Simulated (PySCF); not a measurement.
Ionisation energy of In²⁶⁺ by level of theory

In²⁶⁺ [Ar] 3d5 [3d3/2^4 3d5/2^1, M_J = 5/2] → In²⁷⁺ [Ar] 3d4 [3d3/2^4, M_J = 0], as a difference of total energies. Computed with PySCF 2.14 in an uncontracted even-tempered set (16 s from 3.7 bohr⁻², ratio 2.8; 12 p from 4.8 bohr⁻², ratio 2.8; 8 d from 4.8 bohr⁻², ratio 2.8; 3 f from 18 bohr⁻², ratio 3), with the two-component X2C-1e Hamiltonian. Correlated levels: [Ne] frozen; the 74 highest virtual spinors dropped. "Screened" scales the spin-orbit matrix elements by Boettger's factors to mimic the two-electron term; Breit and QED terms are absent.

| method | ionisation energy (eV) |
| --- | --- |
| GHF (spin-free) | 1422.8 |
| GMP2 (spin-free) | 1422.9 |
| GHF (screened spin-orbit) | 1416.2 |
| GMP2 (screened spin-orbit) | 1415.7 |

Breit and QED terms and the two-electron picture change are absent.

The spin-free rows relax to the high-spin LS determinant and lack the spin-orbit shift.

The labels give the starting determinants; with spin-orbit coupling the two ends relaxed to ⟨J²⟩ = 8.75, ⟨L²⟩ = 0.47, ⟨S²⟩ = 7.79 and ⟨J²⟩ = 1.07, ⟨L²⟩ = 3.90, ⟨S²⟩ = 3.90.

The determinant of In²⁷⁺ mixes levels of different J (the jj label is only the starting occupation), so the difference between spin-free and spin-orbit rows is not the physical spin-orbit shift.

For comparison: 1413 ± 4 eV (theoretical estimate listed by NIST; NIST Atomic Spectra Database, ionization energies).
